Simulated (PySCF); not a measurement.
vinyl chloride (C₂H₃Cl), singlet, at a GFN2-xTB geometry. Base run: MP2/6-31G in PySCF.

PySCF was given this input:
```python
from pyscf import gto, scf, mp

mol = gto.Mole()
mol.atom = '''
    C    -0.00166171    0.75402237   -0.00088725
    C     1.28837330    1.02145870   -0.01345388
    Cl   -0.62447944   -0.84989830    0.00694605
    H    -0.77301421    1.50855401    0.00553160
    H     2.03491225    0.24685501   -0.01961314
    H     1.63398290    2.03997571   -0.01795455
'''
mol.basis = '6-31g'
mol.verbose = 4
mol.build()

mf = scf.RHF(mol)
mf.kernel()

pt = mp.MP2(mf, frozen=7)
pt.kernel()
print('E(MP2) = %.10f' % pt.e_tot)
mf.analyze()
```

The base run was repeated with changes; each row names its change, and settings that it needs were set with it.

| change | basis functions | E (Eh) | MP2 correlation (Eh) | SCF-reference HOMO (eV) | SCF-reference HOMO-LUMO gap (eV) | SCF-reference dipole (D) |
|---|---|---|---|---|---|---|
| base | 37 | -537.09819 | -0.21927 | -10.17 | 14.34 | 2.11 |
| basis = pcseg-0 | 37 | … | … | … | … | … |
| basis = def2-SV(P) | … | … | … | … | 14.19 | … |
| basis = def2-SVP | 61 | -537.14967 | -0.40193 | -10.08 | 14.16 | 1.61 |
| basis = pcseg-1 | 61 | -537.29873 | -0.40080 | -10.21 | 13.91 | 1.77 |
| basis = cc-pVDZ | 61 | -537.36587 | -0.40367 | -10.08 | 14.19 | 1.68 |
| basis = pc-1 | 61 | … | … | -10.21 | 13.91 | 1.79 |
| basis = cc-pV(D+d)Z | 66 | -537.37112 | -0.40661 | -10.07 | 14.17 | 1.66 |
| basis = 6-311G** | 80 | -537.39968 | -0.42123 | -10.17 | 14.09 | 1.79 |
| basis = 6-311++G** | 95 | -537.40405 | -0.42270 | -10.17 | 11.34 | 1.71 |
| basis = aug-cc-pVDZ | 100 | -537.39234 | -0.42474 | -10.15 | 11.15 | 1.67 |
| basis = pcseg-2 | 136 | -537.49392 | -0.50147 | -10.15 | 13.00 | 1.65 |
| basis = def2-TZVPD | … | … | … | … | … | 1.61 |

Q: What belongs in the gaps?

A: 
- basis = pcseg-0, E (Eh): -536.37445
- basis = pcseg-0, MP2 correlation (Eh): -0.22585
- basis = pcseg-0, SCF-reference HOMO (eV): -10.36
- basis = pcseg-0, SCF-reference HOMO-LUMO gap (eV): 14.37
- basis = pcseg-0, SCF-reference dipole (D): 2.20
- basis = def2-SV(P), basis functions: 52
- basis = def2-SV(P), E (Eh): -537.11998
- basis = def2-SV(P), MP2 correlation (Eh): -0.38154
- basis = def2-SV(P), SCF-reference HOMO (eV): -10.10
- basis = def2-SV(P), SCF-reference dipole (D): 1.58
- basis = pc-1, E (Eh): -537.32255
- basis = pc-1, MP2 correlation (Eh): -0.40420
- basis = def2-TZVPD, basis functions: 147
- basis = def2-TZVPD, E (Eh): -537.50244
- basis = def2-TZVPD, MP2 correlation (Eh): -0.50658
- basis = def2-TZVPD, SCF-reference HOMO (eV): -10.14
- basis = def2-TZVPD, SCF-reference HOMO-LUMO gap (eV): 12.04

Totals compare only among sets that treat the same electrons; sets with core potentials leave the core out.
